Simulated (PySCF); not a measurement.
C3H6FNSi, SMILES [SiH3]N1C(F)=CC1. Geometry: PBE-D3(BJ)/def2-SVP. This is a generated structure with no PubChem entry under its InChIKey; it may be hypothetical.

The numbers are results of PySCF with PBE-D3(BJ)/def2-SVP, not measurements.

Harmonic wavenumbers (cm⁻¹): 90, 105, 147, 275, 411, 554, 579, 627, 659, 676, 720, 874, 917, 925, 929, 956, 975, 1060, 1122, 1158, 1173, 1378, 1427, 1670, 2121, 2184, 2195, 2977, 3044, 3244. Rotational constants (GHz): 4.535, 2.368, 1.618; symmetry number 1.

### Question
Work out the zero-point energy and the ideal-gas rigid-rotor harmonic-oscillator thermochemistry at 298.15 K and 1 atm.

### Answer
ZPE = ½ Σ hcν = ½ × 35172 cm⁻¹ = 50.28 kcal/mol. H − E(el) = 55.25 kcal/mol. Entropy in cal/(mol K): translation 39.81, rotation 27.32, vibration 15.63, total 82.76. G − E(el) = 30.57 kcal/mol. Cp = 26.76 cal/(mol K). Modes under 150 cm⁻¹ make the vibrational entropy uncertain.
